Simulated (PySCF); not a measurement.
**P²⁺: ionisation energy**

P²⁺ [Ne] 3s2 3p1 (2P) → P³⁺ [Ne] 3s2 (1S), as a difference of total energies. Computed with PySCF 2.14 in aug-cc-pCVTZ-DK, with scalar relativity by spin-free X2C-1e. Correlated levels: valence: [Ne] frozen. The calculations carry no spin-orbit coupling.

```csv
method,ionisation energy (eV)
UHF,29.572
MP2 (valence),29.873
SCS-MP2 (valence),29.862
CCSD (valence),30.001
CCSD(T) (valence),30.030
```

Question: How much does correlation contribute at CCSD(T) (valence)?

Answer: 30.030 − (29.572) = 0.458 eV, measured against UHF.

A first-order spin-orbit estimate (lowest level to lowest level, LS coupling) adds 0.041 eV.

Errors of the correlated levels include the incompleteness of this basis and the frozen core.

For comparison: 30.203 eV (measured; NIST Atomic Spectra Database, ionization energies).
